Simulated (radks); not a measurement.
Q: The xenon ion Xe3+, [Kr] 4d10 5s2 5p3. Method: non-relativistic Kohn-Sham, exchange-only LDA, spin-polarised, spherical densities, point nucleus; computed with a radial shooting solver on a logarithmic mesh with Libxc functionals. Every spin shell is full or empty, so the densities are truly spherical. Functionals are evaluated on that one density, not self-consistently. Rank these exchange functionals by their error against the exact value of the orbitals, and give that value: LDA, PBEsol, revPBE, PW91, PW86, OPTX, G96, APBE, TPSS, revTPSS, SCAN, MS2, Tao-Mo.

A: Exact: -178.013 hartree. From best to worst, with 100 (|E| - |E exact|)/|E exact| (equal figures are ties): PW91 -0.01, SCAN +0.15, PW86 -0.23, APBE +0.29, revPBE -0.29, TPSS -0.32, G96 +0.36, MS2 -0.61, Tao-Mo -0.82, revTPSS -0.93, OPTX +1.31, PBEsol -2.21, LDA -4.72.
